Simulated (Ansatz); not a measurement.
Ansatz (a program for electronic structure) input for Br₃Fe, SMILES [Br][Fe-]([Br])[Br] (connectivity only; charge and spin as stated), charge -1, multiplicity 5, PBE0/def2-TZVPD. Geometry optimised at PBE0-D3(BJ)/def2-SVPD. The spin state was assumed, not searched.

Ansatz 0.2 input:
```yaml
crystal:
  periodic: [false, false, false]
  atoms:
    - {symbol: Fe, position_ang: [-0.00000000, 0.00000000, 0.00000000]}
    - {symbol: Br, position_ang: [2.39351291, 0.00000000, 0.00000000]}
    - {symbol: Br, position_ang: [-1.19675645, 2.07284298, 0.00000000]}
    - {symbol: Br, position_ang: [-1.19675645, -2.07284298, 0.00000000]}
basis:
  gaussian:
    orbitals: def2-TZVPD
hamiltonian:
  xc: {name: PBE0}
total_charge: -1
magnetization: {spin_polarized: true, initial_magnetization: 4}
```

Output:

```
WARN ansatz: RAYON_NUM_THREADS=2 ignored (pool sized by the plan → 2); use --threads N
Functional definition: PBE0
integrals: 0.34 GiB planned
1522 factors; integrals over basis functions are off by at most 1.0e-3 eV
mean field: 3.08 GiB planned
mean field evaluation 1: about -244502.8556 eV, gradient 1.8e1 eV
mean field evaluation 2: about -244496.6400 eV, gradient 5.2e1 eV
mean field evaluation 4: about -244504.3316 eV, gradient 1.9e0 eV
mean field evaluation 8: about -244504.4513 eV, gradient 2.8e-1 eV
mean field evaluation 16: about -244504.4516 eV, gradient 2.3e-3 eV
mean field evaluation 32: about -244504.4418 eV, gradient 1.6e0 eV
mean field -244504.45159140 eV, -8985.3728649142 hartree, gradient 9.0e-7 eV, S^2 6.014778; 4 other end points of the search recorded, 0 dependent functions left out
reference -244504.45164093 eV, -8985.3728667344 hartree; 68, 64 occupied and 151, 155 virtual orbitals, 1522 factors
Total energy: -244504.45164093 eV, -8985.3728667344 hartree
```

Self-consistency was reached.
